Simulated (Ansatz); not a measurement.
Cost and result for the atomization energy of `O=C[SiH](O)CF` (11 atoms, 10 bonds).

```xyz
11

O    -1.282   -0.431    2.109
C    -1.402   -0.228    0.921
Si    0.069    0.637    0.034
O     1.155    0.898    1.229
C     0.785   -0.513   -1.284
F    -0.192   -0.725   -2.256
H    -2.333   -0.550    0.405
H    -0.383    1.895   -0.611
H     0.842    0.582    2.086
H     1.668   -0.082   -1.768
H     1.073   -1.483   -0.865
```

Total charge 0; spin multiplicity 1. All single points use the PBE0-D4/def2-TZVP geometry. It is one conformer, not always the lowest. Program: Ansatz. All runs use 4 threads of an Arm Neoverse V2 on a shared host. Times are those of one run each, without the atoms' runs, and a repeat can differ threefold. Electronic energies, without spin–orbit coupling; frozen cores. CCSD(T)/CBS adds CCSD(T) − MP2 in def2-TZVPP to the MP2 limit, and its time is that of the two runs behind it. T1 = 0.014. B3LYP takes the VWN-RPA correlation (the form of Gaussian; ORCA's B3LYP/G).

CCSD(T)/CBS is a level of theory with its own doubt, some kJ/mol a heavy atom from the limit and from the frozen cores, so smaller differences don't rank the functionals.

```tsv
level	functions	wall time
PBE-D4/def2-TZVPP (with forces)	267	2.5 s
PBE0-D4/def2-TZVPP	267	3.1 s
r2SCAN-D4/def2-TZVPP (with forces)	267	4.7 s
B3LYP-D4/def2-TZVPP (with forces)	267	4.8 s
B2PLYP/def2-TZVPP	267	6.5 s
ωB97X-V/def2-TZVPP	267	8 s
ωB97M-V/def2-TZVPP (with forces)	267	12 s
MP2/def2-QZVPP	505	27 s
CCSD(T)/def2-TZVPP	267	4.6 min
CCSD(T)/CBS(def2)	–	5 min
```

Problem. What atomization energy does each give, and how far from CCSD(T)/CBS? (Estimate.)

Solution. Ansatz gave: 
| level | atomization (kcal/mol) | difference from CCSD(T)/CBS | per bond |
| --- | --- | --- | --- |
| PBE-D4/def2-TZVPP (with forces) | 1051.7 | 25.7 | 2.6 |
| PBE0-D4/def2-TZVPP | 1021.6 | -4.4 | -0.4 |
| r2SCAN-D4/def2-TZVPP (with forces) | 1026.9 | 0.9 | 0.1 |
| B3LYP-D4/def2-TZVPP (with forces) | 1021.9 | -4.1 | -0.4 |
| B2PLYP/def2-TZVPP | 1013.2 | -12.8 | -1.3 |
| ωB97X-V/def2-TZVPP | 1027.6 | 1.6 | 0.2 |
| ωB97M-V/def2-TZVPP (with forces) | 1027.9 | 1.9 | 0.2 |
| MP2/def2-QZVPP | 1041.3 | 15.3 | 1.5 |
| CCSD(T)/def2-TZVPP | 995.5 | -30.5 | -3.0 |
| CCSD(T)/CBS(def2) | 1026.0 | 0.0 | 0.0 |

From PBE to PBE0 (25 % exact exchange), in def2-TZVPP and without D4, the atomization energy moves by −29.2 kcal/mol: exact exchange takes away binding that semilocal exchange gives to molecules. In def2-TZVPP, CCSD(T) changes the Hartree–Fock value by +278.8 kcal/mol (the triples alone add +18.4 kcal/mol) and MP2 by +306.4 kcal/mol; breaking electron pairs costs correlation energy, which Hartree–Fock lacks. The D4 term adds +8.3 kcal/mol with B3LYP and +4.4 kcal/mol with PBE0; it sums over pairs of atoms, weighted by their polarisabilities, and B3LYP, whose exchange is more repulsive, gets the larger term.
